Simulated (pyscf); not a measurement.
**[H₃C–CH₂–Zn]• (SMILES C[CH2][Zn]), doublet**

Gas-phase minimum from PySCF at ωB97X-D3(BJ)/def2-SVP, one conformer. Other isomers of [H₃C–CH₂–Zn]• were not searched in full and may lie lower. 

```
C
H 1 1.1043
H 1 1.1043 2 107.48
C 1 1.5273 2 111.79 3 123.01
H 4 1.1030 1 111.88 2 179.79
H 4 1.1030 5 107.02 1 122.89
H 4 1.1053 5 106.87 6 114.20
Zn 1 2.0426 2 105.96 3 -112.94
```
Charge 0, spin multiplicity 2.

Properties at ωB97X-D3(BJ)/def2-SVP:

* **Harmonic wavenumbers, unscaled**: 187, 221, 409, 585, 905, 937, 1046, 1142, 1243, 1402, 1447, 1480, 1487, 3040, 3067, 3117, 3126, 3142 cm⁻¹
* **Zero-point energy**: 40.0 kcal/mol
* **Rotational symmetry number**: 1
* **Entropy of this conformer at 298 K and 1 atm, rigid rotor and harmonic oscillator, modes under 100 cm⁻¹ raised to 100**: 298.3 J/(mol K)
* **Dipole moment**: 0.34 D
* **Spin expectation value S2**: 0.758

Single-point totals, which compare only within one level:

```tsv
level	total energy (hartree)
ωB97X-D3(BJ)/def2-TZVP	-1858.60145
PBE/def2-TZVP	-1858.21473
r²SCAN/def2-TZVP	-1858.52910
B3LYP-D3(BJ)/def2-TZVP	-1858.66495
PBE0-D3(BJ)/def2-TZVP	-1858.25067
M06-2X/def2-TZVP	-1858.52723
ωB97M-D3(BJ)/def2-TZVP	-1858.64275
```

Soft torsions are taken as harmonic, which can shift the entropy by several J/(mol K). Elements up to Kr have no core potential and no relativistic terms here.
